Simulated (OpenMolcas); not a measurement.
OpenMolcas run: Pb

Input:

```
&GATEWAY
Coord
1

Pb 0.0 0.0 0.0
Basis=ANO-RCC
Group=XYZ
NoMove
AngMom=0.0 0.0 0.0
AMFI
&SEWARD
&RASSCF
FileOrb=start.orb
Symmetry=1
Spin=3
nActEl=2 0 1
Inactive=21 19
Ras2=0 3
Ras3=6 0
CIRoot=3 3 1
SDav=3
CIMx=300
Iter=120 100
PrWF=0.3
OrbListing=Nothing
MaxOrb=0
Thrs=2.0e-7 1.0e-1 5.0e-4
Atom
>>> COPY $Project.JobIph JOB001
&RASSCF
FileOrb=start.orb
Symmetry=1
Spin=1
nActEl=2 0 1
Inactive=21 19
Ras2=0 3
Ras3=6 0
CIRoot=6 6 1
SDav=6
CIMx=300
Iter=120 100
PrWF=0.3
OrbListing=Nothing
MaxOrb=0
Thrs=2.0e-7 1.0e-1 5.0e-4
Atom
>>> COPY $Project.JobIph JOB002
&RASSCF
FileOrb=start.orb
Symmetry=2
Spin=3
nActEl=2 0 1
Inactive=21 19
Ras2=0 3
Ras3=6 0
CIRoot=18 18 1
SDav=18
CIMx=300
Iter=120 100
PrWF=0.3
OrbListing=Nothing
MaxOrb=0
Thrs=2.0e-7 1.0e-1 5.0e-4
Atom
>>> COPY $Project.JobIph JOB003
&RASSCF
FileOrb=start.orb
Symmetry=2
Spin=1
nActEl=2 0 1
Inactive=21 19
Ras2=0 3
Ras3=6 0
CIRoot=18 18 1
SDav=18
CIMx=300
Iter=120 100
PrWF=0.3
OrbListing=Nothing
MaxOrb=0
Thrs=2.0e-7 1.0e-1 5.0e-4
Atom
>>> COPY $Project.JobIph JOB004
&RASSI
NrOfJobIphs=4 3 6 18 18
1 2 3
1 2 3 4 5 6
1 2 3 4 5 6 7 8 9 10 11 12 13 14 15 16 17 18
1 2 3 4 5 6 7 8 9 10 11 12 13 14 15 16 17 18
IphNames
JOB001
JOB002
JOB003
JOB004
EJob
SpinOrbit
DIPRint=1.0
SOCoupling=1000.0
Subsets=2
MEES
Property=10
'ANGMOM' 1 'ANGMOM' 2 'ANGMOM' 3 'MLTPL  1' 1 'MLTPL  1' 2 'MLTPL  1' 3
'AMFI' 1 'AMFI' 2 'AMFI' 3 'MLTPL  2' 6
SOProperty=3
'ANGMOM' 1 'ANGMOM' 2 'ANGMOM' 3
```

A driver script runs the steps one by one and writes start.orb anew before each from the orbitals found so far.

Output, cut to the results:

```
--- SEWARD ---
Basis set label: PB.ANO-RCC.........

      Electronic valence basis set:
      ------------------
      Associated Effective Charge  82.000000 au
      Associated Actual Charge     82.000000 au
      Nuclear Model: Point charge

      Shell  nPrim  nBasis  Cartesian Spherical Contaminant
         s      25      11        X
         p      22      10        X
         d      16       9                 X
         f      12       6                 X
         g       4       4                 X
                  Relativistic Douglas-Kroll-Hess integrals:
                    - DKH order of Hamiltonian: 2
                    - DKH order of Properties : 0
                  Atomic mean-field integrals
--- RASSCF ---
Wave function specifications:
      -----------------------------

      Number of closed shell electrons          80
      Number of electrons in active shells       2
      Max number of holes in RAS1 space          0
      Max nr of electrons in RAS3 space          1
      Number of inactive orbitals               40
      Number of active orbitals                  9
      Number of secondary orbitals             115
      Spin quantum number                      1.0
      State symmetry                             1
Orbital specifications:
      -----------------------

      Symmetry species                           1   2
                                                ag  au
      Frozen orbitals                            0   0
      Inactive orbitals                         21  19
      Active orbitals                            6   3
      RAS1 orbitals                              0   0
      RAS2 orbitals                              0   3
      RAS3 orbitals                              6   0
      Secondary orbitals                        65  50
      Deleted orbitals                           0   0
      Number of basis functions                 92  72
      Number of CSFs                             3
      Number of root(s) required                 3
      Iter CI   SX   CI       RASSCF       Energy    max ROT     max BLB   max BLB  Level Ln srch  Step   QN
          iter iter root      energy       change     param      element    value   shift minimum  type update
 Nr of preliminary CI iterations:   1
 ###############################################################################
 ###############################################################################
 ###                                                                         ###
 ###                                                                         ###
 ###    WARNING: Problems in orbital optimization.                           ###
 ###                                                                         ###
 ###                                                                         ###
 ###############################################################################
 ###############################################################################
  Warning: In symmetry  1, orbital p=  22 has diagonal density matrix element D(p,p) close to zero. D(p,p)=  0.000000E+00
  Warning: In symmetry  1, orbital p=  23 has diagonal density matrix element D(p,p) close to zero. D(p,p)=  0.000000E+00
        ...
  Warning: In symmetry  1, orbital p=  25 has diagonal density matrix element D(p,p) close to zero. D(p,p)=  0.000000E+00
  Warning: In symmetry  1, orbital p=  26 has diagonal density matrix element D(p,p) close to zero. D(p,p)=  0.000000E+00
  Warning: In symmetry  1, orbital p=  27 has diagonal density matrix element D(p,p) close to zero. D(p,p)=  0.000000E+00
        4   1    6    0  -861.69849338   -1.98E-09   1.14E-05   13  39 2  2.73E-05   0.50   0.00    SX    NO
      Convergence after  4 iterations
        5   1    6    0  -861.69849338   -8.73E-10   1.14E-05   13  39 2 -1.81E-05   0.50   0.00    SX    NO
      Natural orbitals and occupation numbers for root  1
      sym 1:   0.000000   0.000000   0.000000   0.000000   0.000000   0.000000
      sym 2:   1.000000   1.000000   0.000000
      Natural orbitals and occupation numbers for root  2
      sym 1:   0.000000   0.000000   0.000000   0.000000   0.000000   0.000000
      sym 2:   1.000000   0.000000   1.000000
      Natural orbitals and occupation numbers for root  3
      sym 1:   0.000000   0.000000   0.000000   0.000000   0.000000   0.000000
      sym 2:   0.000000   1.000000   1.000000
::    RASSCF root number  1 Total energy: -20861.69849338
...
--- RASSI ---
SPIN-FREE ENERGIES:
  (Shifted by EMIN (a.u.) =     -20861.6984933811)

 SF State       Relative EMIN(au)   Rel lowest level(eV)    D:o, cm**(-1)      L_eff

     1             0.0000000000        0.0000000000              0.0000         1.0
     2             0.0000000000        0.0000000000              0.0000         1.0
     3             0.0000000076        0.0000002055              0.0017         1.0
     4             0.0338140726        0.9201277906           7421.3311         2.0
     5             0.0338140751        0.9201278571           7421.3317         2.0
     6             0.0338140751        0.9201278571           7421.3317         2.0
     7             0.0338140824        0.9201280574           7421.3333         2.0
     8             0.0338140824        0.9201280574           7421.3333         2.0
     9             0.0832268353        2.2647175626          18266.1790         0.0
    10             0.1492502217        4.0613054304          32756.6374         1.0
    11             0.1492502295        4.0613056420          32756.6391         1.0
    12             0.1492502295        4.0613056420          32756.6391         1.0
    28             0.1576525058        4.2899432273          34600.7256         1.0
    29             0.1576525132        4.2899434304          34600.7272         1.0
    30             0.1576525132        4.2899434304          34600.7272         1.0
    13             0.1975005610        5.3742640496          43346.3628         3.0
    14             0.1975005615        5.3742640636          43346.3629         3.0
    15             0.1975005615        5.3742640636          43346.3629         3.0
    16             0.1975005631        5.3742641052          43346.3633         3.0
    17             0.1975005631        5.3742641052          43346.3633         3.0
    19             0.1975005656        5.3742641754          43346.3638         3.0
...
```

Levels above the lowest, from the spin-orbit matrix, grouped by J:

```json
{"Configuration": "6s2 6p2", "Term": "3P", "J": "0", "E (cm-1)": "0.0", "Measured (cm-1)": "0.0", "Term weight %": "90", "Second": "10 1S"}
{"Configuration": "6s2 6p2", "Term": "3P", "J": "1", "E (cm-1)": "6161", "Measured (cm-1)": "7819", "Term weight %": "100", "Second": ""}
{"Configuration": "6s2 6p2", "Term": "3P", "J": "2", "E (cm-1)": "9775", "Measured (cm-1)": "10650", "Term weight %": "71", "Second": "29 1D"}
{"Configuration": "6s2 6p2", "Term": "1D", "J": "2", "E (cm-1)": "19689", "Measured (cm-1)": "21458", "Term weight %": "71", "Second": "29 3P"}
{"Configuration": "6s2 6p2", "Term": "1S", "J": "0", "E (cm-1)": "30588", "Measured (cm-1)": "29467", "Term weight %": "90", "Second": "10 3P"}
{"Configuration": "6s2 6p 7s", "Term": "3P*", "J": "0", "E (cm-1)": "34746", "Measured (cm-1)": "34960", "Term weight %": "100", "Second": ""}
{"Configuration": "6s2 6p 7s", "Term": "3P*", "J": "1", "E (cm-1)": "35173", "Measured (cm-1)": "35287", "Term weight %": "73", "Second": "27 1P*"}
{"Configuration": "6s2 6p 6d", "Term": "3F*", "J": "2", "E (cm-1)": "45325", "Measured (cm-1)": "", "Term weight %": "78", "Second": "19 1D*"}
{"Configuration": "6s2 6p 7s", "Term": "3P*", "J": "2", "E (cm-1)": "45859", "Measured (cm-1)": "48189", "Term weight %": "100", "Second": ""}
{"Configuration": "6s2 6p 7s", "Term": "1P*", "J": "1", "E (cm-1)": "46515", "Measured (cm-1)": "49440", "Term weight %": "62", "Second": "23 3P*"}
{"Configuration": "6s2 6p 6d", "Term": "3F*", "J": "3", "E (cm-1)": "47735", "Measured (cm-1)": "", "Term weight %": "68", "Second": "18 3D*"}
{"Configuration": "6s2 6p 6d", "Term": "3P*", "J": "2", "E (cm-1)": "48501", "Measured (cm-1)": "", "Term weight %": "38", "Second": "34 3D*"}
{"Configuration": "6s2 6p 6d", "Term": "3D*", "J": "1", "E (cm-1)": "50932", "Measured (cm-1)": "", "Term weight %": "58", "Second": "15 3P*"}
{"Configuration": "6s2 6p 6d", "Term": "3F*", "J": "4", "E (cm-1)": "56552", "Measured (cm-1)": "", "Term weight %": "100", "Second": ""}
{"Configuration": "6s2 6p 6d", "Term": "1D*", "J": "2", "E (cm-1)": "57814", "Measured (cm-1)": "", "Term weight %": "52", "Second": "24 3D*"}
{"Configuration": "6s2 6p 6d", "Term": "3D*", "J": "3", "E (cm-1)": "58729", "Measured (cm-1)": "", "Term weight %": "71", "Second": "26 3F*"}
```

Against the 8 measured excited levels shown (NIST Handbook of Basic Atomic Spectroscopic Data) the mean absolute deviation is 1400 cm-1; the largest miss in energy is 6s2 6p 7s 1P* 1 [62 %]: computed 46515, measured 49440 cm-1 (-5.9 %), and the largest in proportion 6s2 6p2 3P1 (-21.2 %).

ANO sets are built for valence states and can reach diffuse excited orbitals poorly, and with the s shell closed the s pⁿ⁺¹ terms that mix with these levels are absent. Spin-orbit splittings of 6p shells tend to come out small when the coupling is added on scalar orbitals. With the s shell closed, the reference lacks s² → p² mixing. Measured partners are found by configuration, term and J. A level has none where our copy of the source lacks it or the pairing is in doubt (some pairs that miss far off the trend of their configuration count as doubtful), and it then counts in no deviation. Where the source uses jj or jK labels, the order within each J decides. Levels of configurations outside the active space are missing. Levels above the ionisation energy that NIST lists (7.42 eV) are left out.

The term weight is that of the spin-free term in the level, not the purity of its configuration. A share in square brackets marks a mixed level and gives the weight of the term that names it. * marks odd parity.
